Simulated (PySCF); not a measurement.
## Excited states of Al³⁺ (aluminium, charge +3)

Ground state [Ne], ¹S. Computed with PySCF 2.14 in aug-cc-pV(T+d)Z (6s5p4d2f, 55 functions), with no relativity, point nucleus. Vertical excitation energies in eV without spin-orbit coupling; excited terms of each kind are numbered among those the solver found. Frozen: 1s2.

| term | leading excitation | EOM-EE-CCSD |
| --- | --- | --- |
| 1 3P° | 2p → s | 75.917 |
| 1 1P° | 2p → s | 76.736 |
| 1 3S | 2p → p | 82.789 |
| 1 3D | 2p → p | 84.069 |
| 1 1D | 2p → p | 84.567 |
| 1 1P | 2p → p | 84.718 |
| 1 3P | 2p → p | 84.727 |
| 1 1S | 2p → p | 87.910 |
| 2 3P° | 2p → d | 93.687 |
| 1 3F° | 2p → d | 94.009 |
| 1 1F° | 2p → d | 94.154 |
| 1 1D° | 2p → d | 94.435 |
| 2 3S | 2p → p | 101.53 |
| 2 1D | 2p → p | 102.03 |

The solver can miss terms.
